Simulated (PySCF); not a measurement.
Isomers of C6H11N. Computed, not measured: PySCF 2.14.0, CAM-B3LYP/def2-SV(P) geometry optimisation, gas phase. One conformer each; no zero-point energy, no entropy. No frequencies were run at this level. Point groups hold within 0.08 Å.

Question: Order them by energy at this level, lowest first, and give relative energies in kcal/mol.
A. `[H]/[N:7]=[CH:6]\[CH2:5][CH:4]=[C:2]([CH3:1])[CH3:3]` with C2–C4–C5–C6 114°, C4–C5–C6–N7 120°
B. `[CH:1]#[C:2][CH2:3][C@H:4]([CH3:5])[CH2:6][NH2:7]` with C2–C3–C4–C5 -62°, C3–C4–C6–N7 -176°, C4–C6–N7–H -65° and 56°

Answer: A (0.0), B (23.7).

As drawn, the lower has a C=N bond and a C=C bond outside aromatic rings, which the higher lacks; the higher has a C≡C bond, which the lower lacks.

| SMILES | E (Eh) | E rel (kcal/mol) | dipole (D) | point group | A, B, C (MHz) |
| --- | --- | --- | --- | --- | --- |
| [H]/N=C\CC=C(C)C | -289.56378 | 0.0 | 2.81 | C1 | 6170, 1166, 1061 |
| C#CC[C@H](C)CN | -289.52605 | 23.7 | 0.85 | C1 | 6633, 1253, 1134 |
